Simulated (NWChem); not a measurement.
System: C₄H₇Cl; SMILES C=CCCCl

Input file for NWChem:

```
start job
memory heap 200 mb stack 900 mb global 1100 mb
geometry units angstroms noautosym nocenter noautoz
  C      0.253446     2.899864     0.357724
  C     -0.279795     1.874418    -0.307600
  C      0.326224     0.508748    -0.414881
  C     -0.560667    -0.548950     0.221970
  Cl     0.124079    -2.189243     0.021314
  H     -0.240668     3.874314     0.397218
  H      1.210458     2.805478     0.881818
  H     -1.241313     2.017697    -0.818317
  H      0.473654     0.242809    -1.476082
  H      1.318758     0.487870     0.061925
  H     -1.561952    -0.562312    -0.232336
  H     -0.675026    -0.374673     1.300875
end
basis spherical
  * library sto-3g
end
dft
  xc hfexch
  iterations 150
end
property
  shielding
end
task dft property
```

NWChem printed, in part:

```
             Northwest Computational Chemistry Package (NWChem) 7.3.0
             --------------------------------------------------------

                             Geometry "geometry" -> ""
                             -------------------------

 Output coordinates in angstroms (scale by  1.889725989 to convert to a.u.)

  No.       Tag          Charge          X              Y              Z
 ---- ---------------- ---------- -------------- -------------- --------------
    1 C                    6.0000     0.25344600     2.89986400     0.35772400
    2 C                    6.0000    -0.27979500     1.87441800    -0.30760000
    3 C                    6.0000     0.32622400     0.50874800    -0.41488100
    4 C                    6.0000    -0.56066700    -0.54895000     0.22197000
    5 Cl                  17.0000     0.12407900    -2.18924300     0.02131400
    6 H                    1.0000    -0.24066800     3.87431400     0.39721800
    7 H                    1.0000     1.21045800     2.80547800     0.88181800
    8 H                    1.0000    -1.24131300     2.01769700    -0.81831700
    9 H                    1.0000     0.47365400     0.24280900    -1.47608200
   10 H                    1.0000     1.31875800     0.48787000     0.06192500
   11 H                    1.0000    -1.56195200    -0.56231200    -0.23233600
   12 H                    1.0000    -0.67502600    -0.37467300     1.30087500

 Effective nuclear repulsion energy (a.u.)     202.5551957987

  xc_inp: hfexch multiplicative factor not found.
                              NWChem Property Module
                              ----------------------

  itol2e modified to match energy
  convergence criterion.

                                 NWChem DFT Module
                                 -----------------

 Summary of "ao basis" -> "ao basis" (spherical)
 ------------------------------------------------------------------------------
       Tag                 Description            Shells   Functions and Types
 ---------------- ------------------------------  ------  ---------------------
 C                           sto-3g                  3        5   2s1p
 Cl                          sto-3g                  5        9   3s2p
 H                           sto-3g                  1        1   1s

  itol2e modified to match energy
  convergence criterion.

            General Information
            -------------------
          SCF calculation type: DFT
          Wavefunction type:  closed shell.
          No. of atoms     :    12
          No. of electrons :    48
           Alpha electrons :    24
            Beta electrons :    24
          Charge           :     0
          Spin multiplicity:     1
          Use of symmetry is: off; symmetry adaption is: off
          Maximum number of iterations: 150
          AO basis - number of functions:    36
                     number of shells:    24
          Convergence on energy requested:  1.00D-07
          Convergence on density requested:  1.00D-05
          Convergence on gradient requested:  5.00D-04

              XC Information
              --------------
                     Hartree-Fock (Exact) Exchange  1.000

      Superposition of Atomic Density Guess
      -------------------------------------

 Sum of atomic energies:        -606.53060133

      Non-variational initial energy
      ------------------------------

 Total energy =    -607.580904
 1-e energy   =   -1239.543210
 2-e energy   =     429.407110
 HOMO         =      -0.113099
 LUMO         =       0.241959

   convergence    iter        energy       DeltaE   RMS-Dens  Diis-err
 ---------------- ----- ----------------- --------- --------- ---------
 d= 0,ls=0.0,diis     1   -608.1689045722 -8.11D+02  2.19D-02  2.94D-01
 d= 0,ls=0.0,diis     2   -608.2313624349 -6.25D-02  5.30D-03  3.30D-02
 d= 0,ls=0.0,diis     3   -608.2365618019 -5.20D-03  1.92D-03  1.94D-03
 d= 0,ls=0.0,diis     4   -608.2369913780 -4.30D-04  3.43D-04  1.81D-04
 d= 0,ls=0.0,diis     5   -608.2370186643 -2.73D-05  5.06D-05  1.51D-06
 d= 0,ls=0.0,diis     6   -608.2370190738 -4.09D-07  1.29D-05  7.64D-08
 d= 0,ls=0.0,diis     7   -608.2370190986 -2.47D-08  3.17D-06  4.32D-09

         Total DFT energy =     -608.237019098567
      One electron energy =    -1239.413973846536
           Coulomb energy =      479.449451871291
    Exchange-Corr. energy =      -50.827692922064
 Nuclear repulsion energy =      202.555195798742

 Numeric. integr. density =        0.000000000000

                       DFT Final Molecular Orbital Analysis
                       ------------------------------------

 Vector   22  Occ=2.000000D+00  E=-3.768625D-01
              MO Center=  8.8D-02, -1.8D+00,  1.2D-02, r^2= 2.4D+00
   Bfn.  Coefficient  Atom+Function         Bfn.  Coefficient  Atom+Function
  ----- ------------  ---------------      ----- ------------  ---------------
    27      0.702458   5 Cl px               29     -0.557386   5 Cl pz
    28      0.367342   5 Cl py               23     -0.188471   5 Cl px
    14      0.169444   3 C  py               25      0.149599   5 Cl pz
    10     -0.120884   2 C  pz                8      0.104527   2 C  px
    24     -0.098825   5 Cl py               36      0.095641  12 H  s

 Vector   23  Occ=2.000000D+00  E=-3.747758D-01
              MO Center=  2.0D-02, -2.0D+00,  5.4D-02, r^2= 1.4D+00
   Bfn.  Coefficient  Atom+Function         Bfn.  Coefficient  Atom+Function
  ----- ------------  ---------------      ----- ------------  ---------------
    29      0.807130   5 Cl pz               27      0.555218   5 Cl px
    25     -0.216410   5 Cl pz               35      0.192210  11 H  s
    36     -0.177742  12 H  s                23     -0.148862   5 Cl px
    20     -0.143176   4 C  pz               28      0.134907   5 Cl py
    18     -0.094402   4 C  px               33     -0.050824   9 H  s

[...]

          -----------------------------------------
          Chemical Shielding Tensors (GIAO, in ppm)
          -----------------------------------------

                                NWChem CPHF Module
                                ------------------

  scftype          =     RHF
  nclosed          =       24
  nopen            =        0
  variables        =      288
  # of vectors     =        3
  tolerance        = 0.10D-03
  level shift      = 0.00D+00
  max iterations   =       50
  max subspace     =       30

 SCF residual:    2.6682842430681359E-005

Iterative solution of linear equations
  No. of variables      288
  No. of equations        3
  Maximum subspace       30
        Iterations       50
       Convergence  1.0D-04

   iter   nsub   residual    time
   ----  ------  --------  ---------
     1      3    1.40D+00       6.5
     2      6    2.46D-01       6.9
     3      9    3.07D-02       7.3
     4     12    4.42D-03       7.7
     5     15    6.80D-04       8.0
     6     18    8.28D-05       8.4

      Atom:    1  C
        Diamagnetic
    252.3504      0.6269      7.6955
      0.6269    262.4033      7.5086
      7.6955      7.5086    246.4950

        Paramagnetic
   -168.9116     70.3607    -62.9517
     70.3607   -150.7418     -2.5753
    -62.9517     -2.5753    -58.6013

        Total Shielding Tensor
     83.4388     70.9876    -55.2563
     70.9876    111.6614      4.9332
    -55.2563      4.9332    187.8936

           isotropic =     127.6646
          anisotropy =     136.6211

          Principal Components and Axis System
                 1           2           3
              218.7454    151.5133     12.7352

      1        -0.4866      0.3975      0.7780
      2        -0.2845      0.7699     -0.5713
      3         0.8260      0.4993      0.2615

      Atom:    2  C
        Diamagnetic
    250.0773     -2.7318      7.0073
     -2.7318    266.2843      6.3109
      7.0073      6.3109    243.0172

        Paramagnetic
   -170.9969     71.7583    -64.7709
     71.7583   -155.7762     -3.9268
    -64.7709     -3.9268    -58.3332

        Total Shielding Tensor
     79.0804     69.0265    -57.7636
     69.0265    110.5082      2.3842
    -57.7636      2.3842    184.6840

           isotropic =     124.7575
          anisotropy =     140.0308

          Principal Components and Axis System
                 1           2           3
              218.1114    145.2451     10.9160

      1        -0.4877      0.3749      0.7884
      2        -0.2947      0.7794     -0.5529
      3         0.8218      0.5020      0.2697

      Atom:    3  C
        Diamagnetic
    241.7780      0.6159     -2.5380
      0.6159    255.9583     -2.1522
     -2.5380     -2.1522    238.5318

        Paramagnetic
    -33.9717     -2.6370     -3.0505
     -2.6370    -28.7880     -1.4879
     -3.0505     -1.4879    -36.6400

        Total Shielding Tensor
    207.8063     -2.0211     -5.5885
     -2.0211    227.1703     -3.6401
     -5.5885     -3.6401    201.8917

           isotropic =     212.2894
          anisotropy =      23.2114

          Principal Components and Axis System
                 1           2           3
              227.7637    211.1705    197.9341

      1        -0.0652      0.8581      0.5094
      2         0.9900     -0.0084      0.1409
      3        -0.1252     -0.5135      0.8489

      Atom:    4  C
        Diamagnetic
    243.2612     -0.3318     -2.6196
     -0.3318    256.8944     -1.8786
     -2.6196     -1.8786    240.2359

        Paramagnetic
    -49.4964    -10.6024     -6.8981
    -10.6024    -30.4519      1.5041
     -6.8981      1.5041    -60.4799

        Total Shielding Tensor
    193.7648    -10.9342     -9.5177
    -10.9342    226.4425     -0.3746
     -9.5177     -0.3746    179.7560

           isotropic =     199.9878
          anisotropy =      44.8450

          Principal Components and Axis System
                 1           2           3
              229.8845    195.7107    174.3682

      1        -0.3014      0.8200      0.4865
      2         0.9522      0.2857      0.1084
      3         0.0501     -0.4959      0.8669

      Atom:    5  Cl
        Diamagnetic
   1124.2423     -3.8920     -0.5044
     -3.8920   1135.5790      0.7509
     -0.5044      0.7509   1122.7524

        Paramagnetic
    -85.7293    -19.2208    -12.7382
    -19.2208    -22.1575      1.1793
    -12.7382      1.1793    -99.5622

        Total Shielding Tensor
   1038.5130    -23.1128    -13.2426
    -23.1128   1113.4216      1.9301
    -13.2426      1.9301   1023.1902

           isotropic =    1058.3749
          anisotropy =      92.8766

          Principal Components and Axis System
                 1           2           3
             1120.2927   1040.4251   1014.4070

      1        -0.2801      0.7792      0.5606
      2         0.9583      0.2618      0.1149
      3         0.0572     -0.5694      0.8200

      Atom:    6  H
        Diamagnetic
     27.9147     -5.3278      0.3032
     -5.3278     40.5052      2.0277
      0.3032      2.0277     25.1878

        Paramagnetic
     -3.0466      7.3780     -0.2996
      7.3780    -10.2883      0.2748
     -0.2996      0.2748      1.6039

        Total Shielding Tensor
     24.8680      2.0502      0.0036
      2.0502     30.2169      2.3026
      0.0036      2.3026     26.7917

           isotropic =      27.2922
          anisotropy =       6.8576

          Principal Components and Axis System
                 1           2           3
               31.8640     26.0880     23.9247

      1         0.2580     -0.4379      0.8612
      2         0.8797     -0.2621     -0.3968
      3         0.3995      0.8599      0.3176

      Atom:    7  H
        Diamagnetic
     36.3236      0.8080      7.4057
      0.8080     28.7486      1.6803
      7.4057      1.6803     28.5100

        Paramagnetic
    -10.6785      2.7922     -6.6544
      2.7922      0.8347      1.1059
     -6.6544      1.1059     -1.2290

        Total Shielding Tensor
     25.6451      3.6002      0.7513
      3.6002     29.5833      2.7862
      0.7513      2.7862     27.2809

           isotropic =      27.5031
          anisotropy =       8.3468

          Principal Components and Axis System
                 1           2           3
               33.0677     26.1279     23.3138

      1         0.4280     -0.4399      0.7895
      2         0.7913     -0.2396     -0.5625
      3         0.4366      0.8655      0.2455

      Atom:    8  H
        Diamagnetic
     37.0548     -2.9326      7.5131
     -2.9326     29.5381     -0.9590
      7.5131     -0.9590     27.5935

        Paramagnetic
    -10.9741      3.1486     -6.2522
      3.1486      0.7074      1.5130
     -6.2522      1.5130     -1.3528

        Total Shielding Tensor
     26.0806      0.2161      1.2609
      0.2161     30.2454      0.5540
      1.2609      0.5540     26.2407

           isotropic =      27.5223
          anisotropy =       4.2539

          Principal Components and Axis System
                 1           2           3
               30.3582     27.3207     24.8878

      1         0.0973      0.6848      0.7222
      2         0.9820     -0.1841      0.0423
      3         0.1619      0.7051     -0.6904

      Atom:    9  H
        Diamagnetic
     23.9984     -0.3645     -4.0993
     -0.3645     29.3081      1.9945
     -4.0993      1.9945     37.9196

        Paramagnetic
      2.2683      0.5199      0.9010
      0.5199      0.8420     -1.1746
      0.9010     -1.1746     -0.6000

        Total Shielding Tensor
     26.2667      0.1554     -3.1983
      0.1554     30.1501      0.8199
     -3.1983      0.8199     37.3196

           isotropic =      31.2455
          anisotropy =      10.5041

          Principal Components and Axis System
                 1           2           3
               38.2482     30.1081     25.3801

      1        -0.2557      0.0980      0.9618
      2         0.0925      0.9928     -0.0765
      3         0.9623     -0.0694      0.2629

      Atom:   10  H
        Diamagnetic
     37.5885      0.1668      4.8175
      0.1668     30.0448     -0.1634
      4.8175     -0.1634     24.2102

        Paramagnetic
     -1.6932      1.5791     -1.6471
      1.5791      0.7648      0.2518
     -1.6471      0.2518      1.8018

        Total Shielding Tensor
     35.8953      1.7458      3.1704
      1.7458     30.8096      0.0883
      3.1704      0.0883     26.0119

           isotropic =      30.9056
          anisotropy =       9.5511

          Principal Components and Axis System
                 1           2           3
               37.2730     30.3914     25.0524

      1         0.9303     -0.2237     -0.2908
      2         0.2549      0.9642      0.0735
      3         0.2639     -0.1425      0.9540

      Atom:   11  H
        Diamagnetic
     38.4376     -0.3137      4.8111
     -0.3137     28.5587     -0.5996
      4.8111     -0.5996     24.1010

        Paramagnetic
     -1.0401     -0.7790     -1.6895
     -0.7790      1.6756     -0.1170
     -1.6895     -0.1170      0.6980

        Total Shielding Tensor
     37.3975     -1.0927      3.1215
     -1.0927     30.2343     -0.7166
      3.1215     -0.7166     24.7990

           isotropic =      30.8103
          anisotropy =      11.2575

          Principal Components and Axis System
                 1           2           3
               38.3153     30.0806     24.0350

[...]
```

Level: Hartree-Fock/STO-3G, GIAO. STO-3G and 3-21G are far too small for this property and stand as cheap habits. Structure relaxed at the PBE0/def2-SVP level. Not confirmed as a minimum by frequencies. The printed shielding anisotropy is the first printed principal value minus the mean of the other two.
